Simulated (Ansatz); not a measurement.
CH3O, doublet, geometry from GFN2-xTB. Base run: PBE/6-31G* run with Ansatz (a quantum-chemistry and plane-wave program).

Geometry (Å):
```xyz
5

C     -0.5412     0.0535     0.0008
O      0.7618    -0.0959    -0.0198
H     -0.9287    -0.0377     1.0428
H     -0.8171     1.1103    -0.2256
H     -1.1014    -0.6266    -0.6641
```
Charge 0, spin multiplicity 2.
Orbitals are unrestricted.
All else is at Ansatz's defaults.
Base energy -114.90659 Eh.

Each row names what was changed in the base input (with any setting that the change needs).

```csv
change,ΔE vs base (mEh)
base,0.000
"final_grid = 4, 8, 17",0.118
"final_grid = 14, 28, 59",0.000
"point_charge = charge:0.5 position_ang:3.4283, 1.4704, 0.99",-7.452
"final_grid = 6, 12, 29",0.000
lower_state_search = off,0.000
forces = on,0.000
lower_state_search = full,0.000
nuclear_model = gaussian,0.016
lower_state_search = light,0.000
accuracy = high,0.001
```
